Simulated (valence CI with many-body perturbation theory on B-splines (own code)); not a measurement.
# Br³⁺: what the settings do

Calculated by relativistic CI+MBPT: four valence electrons over a frozen Dirac-Fock core [Ar] 3d10, radial functions for each j: 6 s, 6 p, 5 d, 3 f, 1 g, with the one-electron correlation potential Σ1, the two-electron term Σ2, the three-electron term Σ3, Breit, model QED; selected CI, second order for the rest (own B-spline code, finite nucleus).

No measured spectrum was set against this ion. As an estimate, levels hold to about 250 cm⁻¹ or 0.2 % of their energy and the worst to 1 %, as in measured heavy ions of charge 2 to 7; those with d or f electrons hold less well.

The reference run has the lowest level 4s2 4p2 3P_0 and an ionisation energy of 46.9477 eV. Its largest variational space holds 10000 state functions.

Names give the largest LS component (configuration and term), which can be under half, so a name can repeat, a term be missing and a line seem to break the LS rules; names also repeat where a configuration has a term twice.

Changed runs:
A. correlating orbitals by l 3 3 3 2 1 → 6 4 5 2 0; shift of the energy in Σ1 (hartree) 0 → -0.408
B. lowest core n in screening and Σ2 1 → 4
C. scale of Σ1 1 → 0; scale of Σ2 1 → 0; three-electron term on → off
D. Davidson tolerance 2e-05 → 0.03 (bad on purpose)

Excitation energies of the reference run in cm⁻¹, and shifts in cm⁻¹:

| Level | Reference | A | C | D |
| --- | --- | --- | --- | --- |
| 4s2 4p2 3P_1 | 2612 | -11 | -171 | +3.1 |
| 4s2 4p2 3P_2 | 5605 | -2.2 | -283 | +3.3 |
| 4s2 4p2 1D_2 | 16293 | +168 | -195 | +3.3 |
| 4s2 4p2 1S_0 | 33764 | +257 | -113 | +0.6 |
| 4s 4p3 5S°_2 | 82329 | -282 | -3878 | +3.1 |
| 4s 4p3 3D°_1 | 110804 | -15 | -3141 | +5.4 |
| 4s 4p3 3D°_2 | 110924 | -12 | -3133 | +5.3 |
| 4s 4p3 3D°_3 | 111766 | -17 | -3190 | +8.9 |
| 4s 4p3 3P°_0 | 127044 | +110 | -2775 | +1.7 |
| 4s 4p3 3P°_1 | 127264 | +107 | -2794 | +6.4 |
| 4s 4p3 3P°_2 | 127414 | +93 | -2820 | +7.0 |
| 4s 4p3 1D°_2 | 138209 | -63 | -2647 | +12 |
| Ionisation energy (eV) | 46.9477 | -0.0558 | -0.4292 | +0.0016 |

Run B: It gave no result: the setting left no core shell for the response of the core. The program said: "need at least one array to concatenate".
